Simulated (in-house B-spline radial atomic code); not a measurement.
Whole-atom quantities along the 40-electron series, configuration 1s2 2s2 2p6 3s2 3p6 3d10 4s2 4p6 4d3/2(4). Breit and QED terms are first order and not part of the total energy; the density at the nucleus is averaged over the nuclear charge. Computed with a radial B-spline atomic code at the basis-set limit: Dirac-Hartree-Fock, jj configuration that fills j = l - 1/2 first, finite nuclei.

```
  ion   Z  E/Z² (Eh)  Σ<r²> (bohr²)  n(0)/Z³ (bohr⁻³)  Lamb diamagnetic shielding (ppm)  repulsion over attraction  Breit energy (eV)  self-energy (eV)  vacuum polarisation (eV)
Sm22+  62    -2.6603         5.6009            2.1045                            6901.6                    0.11511             248.51            196.78                   -29.893
Eu23+  63    -2.6755         5.3164             2.175                            7050.7                    0.11344             262.45            208.66                   -32.152
Gd24+  64    -2.6906         5.0532             2.247                           7201.07                     0.1118             276.93            221.09                   -34.555
Tb25+  65    -2.7055         4.8092            2.3394                           7352.82                    0.11019             291.97            234.11                   -37.122
Dy26+  66    -2.7202         4.5824            2.4044                           7505.82                    0.10862             307.58            247.73                   -39.832
Ho27+  67    -2.7347         4.3712            2.4956                           7660.32                    0.10707             323.78            261.98                   -42.729
Er28+  68    -2.7492         4.1742             2.582                           7816.26                    0.10556             340.58            276.88                   -45.802
Tm29+  69    -2.7635           3.99            2.6838                           7973.78                    0.10407             357.99            292.46                   -49.077
Yb30+  70          ?              ?                 ?                                 ?                          ?                  ?                 ?                         ?
Lu31+  71    -2.7917          3.656            2.8709                           8293.49                    0.10118             394.73            325.75                   -56.228
Hf32+  72          ?              ?                 ?                                 ?                          ?                  ?                 ?                         ?
Ta33+  73          ?              ?                 ?                                 ?                          ?                  ?                 ?                         ?
 W34+  74    -2.8335         3.2272            3.2291                           8786.24                   0.097046             454.86            381.53                   -68.754
Re35+  75    -2.8473         3.1005            3.3607                           8954.22                   0.095716              476.3            401.81                    -73.46
```

Question: Fill in the row of Yb30+.

Answer: E/Z² (Eh): -2.7777; Σ<r²> (bohr²): 3.8177; n(0)/Z³ (bohr⁻³): 2.7732; Lamb diamagnetic shielding (ppm): 8132.81; repulsion over attraction: 0.10261; Breit energy (eV): 376.04; self-energy (eV): 308.74; vacuum polarisation (eV): -52.543.

Question: Fill in the row of Hf32+.

Answer: E/Z² (Eh): -2.8057; Σ<r²> (bohr²): 3.5043; n(0)/Z³ (bohr⁻³): 2.988; Lamb diamagnetic shielding (ppm): 8455.96; repulsion over attraction: 0.099779; Breit energy (eV): 414.09; self-energy (eV): 343.54; vacuum polarisation (eV): -60.157.

Question: Fill in the row of Ta33+.

Answer: E/Z² (Eh): -2.8196; Σ<r²> (bohr²): 3.3616; n(0)/Z³ (bohr⁻³): 3.1066; Lamb diamagnetic shielding (ppm): 8620.18; repulsion over attraction: 0.0984; Breit energy (eV): 434.13; self-energy (eV): 362.12; vacuum polarisation (eV): -64.327.

Question: With what power of Z does the column «self-energy (eV)» change over this range?

Answer: A fit of the logarithm of its size against log Z from Z = 62 to 75 has slope 3.75. One-loop self-energy scales as Z⁴F(Zα), with F falling from low Z to about Z = 90.
